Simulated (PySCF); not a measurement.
# Ir(2+) (iridium, charge +2) across methods

[Xe] 4f14 5d6 6s1, high-spin 6D determinant (an excited configuration). All numbers are calculated (PySCF 2.14, scalar relativity through the core potential, in aug-cc-pVTZ-PP with one added diffuse shell each of s, p, d, f, g type with ECP60MDF (7s7p6d4f3g, 113 functions)). The B2PLYP total includes its PT2 part (frozen core); its orbital energies are those of the SCF part.

```
 method  E (hartree)  mean ε 5d α (eV)  mean ε 5d β (eV)  mean ε 6s α (eV)  Σ⟨r²⟩ (bohr²)   ⟨S²⟩
 r2SCAN    -103.4268           -28.795           -25.132           -23.941          35.27  8.752
    UHF   -102.71880           -34.774           -30.283           -26.384          35.48  8.753
 M06-2X    -103.2568           -31.669           -28.499           -25.778          35.30  8.751
LC-wPBE    -103.3980           -32.746           -29.550           -26.869          35.27  8.751
    PBE    -103.3982           -28.192           -25.062           -23.612          35.47  8.751
 B2PLYP    -103.1735           -31.653           -28.097           -25.080          35.45  8.752
   PBE0    -103.3707           -30.042           -26.651           -24.466          35.37  8.751
    LDA    -103.1586           -28.239           -25.080           -23.918          35.63  8.750
```

Energies and moments cover only the electrons outside the core potential. Spin-orbit coupling, absent here, splits the open shell strongly.
